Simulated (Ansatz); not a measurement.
Basis-set extrapolation for `BB(C)CCl` (PBE0-D4/def2-TZVP geometry, frozen core, Ansatz 0.2.0). Multiplicity 1, RHF reference.

```json
{"": "HF", "def2-TZVPP": "-588.708392", "def2-QZVPP": "-588.727152"}
{"": "MP2 correlation", "def2-TZVPP": "-0.733939", "def2-QZVPP": "-0.788190"}
{"": "CCSD(T) correlation", "def2-TZVPP": "-0.829907", "def2-QZVPP": "not run"}
```

Energies in hartree. Use E(X) = E(∞) + A·exp(−7.88·√X) for Hartree–Fock and E(X) = E(∞) + B·X^(−2.97) for correlation, with X = 3 and 4, and add CCSD(T) minus MP2 of the smaller set to the MP2 limit.

Task: What is the CCSD(T) energy at the basis-set limit?

Result: HF limit: -588.727152 + (-0.018760) × 0.13774 = -588.72974. MP2 limit: -0.788190 + (-0.054251) × 0.74074 = -0.82838. Higher-order term: -0.829907 − (-0.733939) = -0.09597. Total: -589.65409 hartree, 72.7 kcal/mol below CCSD(T)/def2-TZVPP.
